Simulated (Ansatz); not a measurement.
CH3ClFNSi2 (`N#C[SiH](Cl)[SiH2]F`), relaxed with RKS PBE0-D4/def2-TZVP in the Gaussian-basis code of Ansatz from a PBE-D4/def2-SVP geometry. The force threshold is 0.005 eV/Å; the program also tests the step.

Total charge 0; spin multiplicity 1.

Start:

```xyz
9

N     0.619    3.048   -0.164
C     0.763    1.907    0.077
Si    0.889    0.078    0.403
Cl    0.916   -0.220    2.458
Si   -1.048   -0.902   -0.516
F    -0.937   -2.523   -0.286
H     2.184   -0.388   -0.188
H    -2.256   -0.379    0.205
H    -1.129   -0.621   -1.989
```

```tsv
step	energy (eV)	largest force (eV/Å)	largest move (Å)
1	-33559.9326	2.046	0.000
2	-33560.0007	0.639	0.040
3	-33560.0103	0.168	0.025
4	-33560.0116	0.055	0.018
5	-33560.0119	0.023	0.013
6	-33560.0120	0.006	0.003
7	-33560.0120	0.004	0.010
```

End:

```xyz
9

N     0.600    2.996   -0.176
C     0.749    1.883    0.082
Si    0.887    0.071    0.417
Cl    0.947   -0.201    2.441
Si   -1.042   -0.898   -0.510
F    -0.958   -2.483   -0.305
H     2.165   -0.377   -0.176
H    -2.244   -0.384    0.189
H    -1.104   -0.606   -1.962
```

It took 37 s on 4 threads of a server CPU on a shared host, with 0.66 GiB of host memory at the peak.
